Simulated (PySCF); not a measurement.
CH₅FO₂Sn, SMILES [F][Sn]([OH])([CH3])[OH].

Geometry optimised at PBE0-D3(BJ)/def2-SVP. The structure was generated by enumeration; whether it is a known compound was not checked. The def2 effective core potentials stand for the cores of Sn; spin–orbit coupling is left out. Other conformers were not sampled.

Calculation: PySCF with PBE0-D3(BJ)/def2-SVP.

Frequencies are harmonic and unscaled.

Computed normal modes with their intensities:
```tsv
mode	ν (cm⁻¹)	IR (km/mol)	Raman (Å⁴/amu)	depolarisation	moving atoms (share of kinetic energy)
1	65	0.5	0.0	–	H 98 %
2	93	20.9	2.5	0.74	O 38 %, H 27 %, F 20 %, C 15 %
3	129	3.3	2.1	0.74	O 36 %, C 30 %, H 23 %
4	151	5.3	1.1	0.75	H 32 %, O 27 %, Sn 18 %, C 17 %
5	167	28.4	1.5	0.75	F 44 %, O 25 %, H 14 %, Sn 13 %
6	191	38.8	2.5	0.74	O 44 %, F 24 %, Sn 18 %, H 11 %
7	210	117.4	0.4	0.70	H 80 %, O 14 %
8	242	94.6	1.0	0.71	H 61 %, O 31 %
9	549	3.6	30.8	0.12	C 68 %, H 17 %
10	629	58.8	4.2	0.18	F 82 %, Sn 14 %
11	639	64.2	10.8	0.13	O 84 %, Sn 12 %
12	650	99.7	6.0	0.55	O 82 %, Sn 15 %
13	778	14.4	0.4	0.74	H 83 %, C 15 %
14	781	13.8	0.5	0.62	H 84 %, C 15 %
15	843	125.7	1.9	0.75	H 91 %
16	860	65.2	1.6	0.59	H 90 %
17	1215	2.8	8.8	0.16	H 82 %, C 18 %
18	1429	5.0	9.3	0.75	H 95 %
19	1430	5.2	9.3	0.75	H 95 %
20	3086	0.1	124.9	0.00	H 98 %
21	3215	0.7	75.3	0.75	H 90 %, C 10 %
22	3218	1.0	74.4	0.75	H 90 %, C 10 %
23	3879	82.0	99.5	0.28	H 94 %
24	3894	85.6	129.6	0.25	H 94 %
```
